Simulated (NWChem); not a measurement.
System: AlH$_{3}$O$_{3}$; SMILES [OH][Al]([OH])[OH]

```xyz
7

Al     0.0000     0.0000     0.0000
O     -1.4712     0.8429     0.0000
H     -1.5335     1.7990     0.0000
O      1.4656     0.8526     0.0000
H      2.3247     0.4286     0.0000
O      0.0056    -1.6955     0.0000
H     -0.7912    -2.2276     0.0000
```
Atoms are numbered in this order, from 1.

Results from NWChem. Pople sets run with spherical d functions. STO-3G and 3-21G are far too small for this property and stand as cheap habits. Coordinates come from a PBE0/def2-SVP optimisation. Field at 589 nm.

**Question.** Order these runs by computing time, cheapest first, and give rough ratios: B3LYP/def2-SVP; B3LYP/def2-SVPD; B3LYP/STO-3G.

**Answer.** B3LYP/STO-3G (1), B3LYP/def2-SVP (3), B3LYP/def2-SVPD (10). Ratios are rough, from one shared machine; the cheapest took very roughly 10 core-seconds. What differs between the cheapest and the dearest: isotropic polarisability (bohr³) 17.1 → 36.8; anisotropy (bohr³) 18.0 → 6.1.
